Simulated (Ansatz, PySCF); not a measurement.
Process, species as SMILES: BrBBr [dibromoborane] + 2 [H][H] (H2) → B (BH3) + 2 Br (HBr)
Each molecule is optimised on its own at B3LYP-D3(BJ)/def2-TZVP (Ansatz, a quantum-chemistry and plane-wave program). Frequencies are from Ansatz or PySCF.
Geometry of the first species:
```
B
H 1 1.1799
Br 1 1.9017 2 119.19
Br 1 1.9017 2 119.19 3 -180.00
```

Quantity: energy of full hydrogenation (0 K, with B3LYP-D3(BJ) harmonic zero-point energies), in eV. Correlated levels leave the core frozen unless marked. No spin-orbit coupling. Frozen are the shells of the preceding noble gas and the d and f shells that filled before the atom's block. Non-relativistic. Basis-set limits of correlation are two-point, X^-3; Hartree-Fock from the larger set.

```json
[
 {"level": "revPBE/def2-TZVPD", "program": "Ansatz", "energy of full hydrogenation (eV)": "1.57"},
 {"level": "PBE0/STO-3G", "program": "Ansatz", "energy of full hydrogenation (eV)": "2.74"},
 {"level": "r2SCAN0/def2-TZVPD", "program": "Ansatz", "energy of full hydrogenation (eV)": "1.56"},
 {"level": "PBE-QIDH/def2-TZVPD", "program": "Ansatz", "energy of full hydrogenation (eV)": "1.56"},
 {"level": "SCS-MP2/6-31G*", "program": "Ansatz", "energy of full hydrogenation (eV)": "1.74"},
 {"level": "CCSD(T)/CBS(aug-cc-pVTZ,aug-cc-pVQZ)", "program": "Ansatz", "energy of full hydrogenation (eV)": "___"}
]
```

Task: What belongs in the gaps?

Result: 
- CCSD(T)/CBS(aug-cc-pVTZ,aug-cc-pVQZ), energy of full hydrogenation (eV): 1.50
